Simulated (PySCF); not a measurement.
AlCl2(OEt), C2H5AlCl2O.
Bonds: Al1–Cl2, Al1–Cl3, Al1–O4, O4–C5, C5–C6. Hydrogens: H7, H8 on C5; H9, H10, H11 on C6.

Method used: PBE0-D3(BJ)/def2-SVP geometry optimisation, gas phase in PySCF 2.14.0.

(1) How far are the bound atoms from Al1?

(2) List the angles at Al1.

(3) What is the shape at Al1?

(4) What are the other bond lengths?

(5) Give some angles away from the centre.

(6) What are the rotational constants (commonest isotopes, rigid rotor)?

## Answers

(1) 3 atoms: O4 1.676 Å, Cl2 2.078 Å, Cl3 2.088 Å. The nearest atom not counted as bound is C5, at 2.88 Å.

(2) 
| angle | degrees | distance of the outer atoms (Å) |
| --- | --- | --- |
| Cl3–Al1–O4 | 121.9 | 3.30 |
| Cl2–Al1–Cl3 | 119.4 | 3.60 |
| Cl2–Al1–O4 | 118.7 | 3.24 |

(3) Planar: angles 121.9°, 119.4° and 118.7°, sum 360.0°, 0.00 Å off the plane of its three neighbours.

(4) O4–C5 1.399 Å; C5–C6 1.514 Å; C5–H7, C5–H8 1.105 Å; C6–H9, C6–H10, C6–H11 1.101 Å.

(5) Al1–O4–C5 138.8°, O4–C5–C6 112.0°.

(6) A = 2189, B = 1171, C = 815.3 MHz: an asymmetric top.

Point group: C1 (no symmetry element, even within 0.4 Å). Charge 0, singlet. PBE0-D3(BJ)/def2-SVP frequencies: not computed here.

One conformer stands for the species.
